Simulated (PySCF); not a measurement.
Cards and structures have been mixed up. Pair them.

Structures:
1. `[SiH3][Si@H]([SiH2]CCl)C`
2. `F[C@@H]1C[C@H]1B1OCCO1`
3. `S=C=[N][Ga]([N]=C=S)[N]=C=S`

Card P (geometry GFN2-xTB):
- Rotational constants A, B, C: 1.555, 0.956, 0.843 GHz
- Static isotropic polarisability (PBE0/def2-SVPD): 125.5 au
- Isotropic shieldings of nuclei other than C and H, by class (GIAO PBE0/pcSseg-1): 413 (1 Si), 436 (1 Si), 463 (1 Si), 907 (1 Cl) ppm
- Strongest line among the 6 lowest singlet transitions (TDDFT PBE0/def2-SVPD): S2 at 6.42 eV (193 nm, f = 0.191)
- HOMO energy (PBE0/def2-SVPD): -8.01 eV
- Lowest triplet excitation (Tamm–Dancoff) (TDA PBE0/def2-SVPD): 5.45 eV

Card Q (geometry PBE0-D3(BJ)/def2-SVP):
- Rotational constants A, B, C: 0.416, 0.407, 0.206 GHz
- Static isotropic polarisability (PBE0/def2-SVPD): 167.2 au
- HOMO energy (PBE0/def2-SVPD): -7.82 eV
- Dipole moment (PBE0/def2-SVPD): 0.02 D
- Lowest triplet excitation (Tamm–Dancoff) (TDA PBE0/def2-SVPD): 3.74 eV

Card R (geometry PBE0-D3(BJ)/def2-SVP):
* Rotational constants A, B, C: 4.346, 0.853, 0.805 GHz
* Static isotropic polarisability (PBE0/def2-SVPD): 74.9 au
* Isotropic shieldings of nuclei other than C and H, by class (GIAO PBE0/pcSseg-1): 68 (1 B), 211 (2 O), 398 (1 F) ppm
* HOMO energy (PBE0/def2-SVPD): -8.15 eV
* Lowest triplet excitation (Tamm–Dancoff) (TDA PBE0/def2-SVPD): 6.97 eV
* Dipole moment (PBE0/def2-SVPD): 3.25 D
* Lowest singlet excitation (TDDFT PBE0/def2-SVPD): 7.13 eV (174 nm, f = 0.000)

All species are isolated and taken at one optimised geometry, non-relativistic unless stated; the electronic structure was computed with PySCF and density fitting. NMR classes are plain means over equivalent atoms (diastereotopic ones count apart unless rotation or inversion swaps them), as if these changed places fast.

**Question.** Which card belongs to which structure?

**Answer.** P = 1, Q = 3, R = 2. What ties each card to its structure:
- 1 (card P), C2H11ClSi3, monoisotopic mass 154.0 u, 6 heavy atoms: an asymmetric top with C = 0.843 GHz, the highest such constant on the cards; polarisability 125.5 au for 82 electrons.
- 2 (card R), C5H8BFO2, monoisotopic mass 130.1 u, 9 heavy atoms: an asymmetric top with C = 0.805 GHz; polarisability 74.9 au for 68 electrons, the smallest shown; dipole 3.25 D.
- 3 (card Q), C3GaN3S3, monoisotopic mass 242.9 u, 10 heavy atoms: a nearly oblate symmetric top with C = 0.206 GHz, the lowest such constant on the cards; polarisability 167.2 au for 118 electrons, the largest shown; a dipole under 0.05 D.
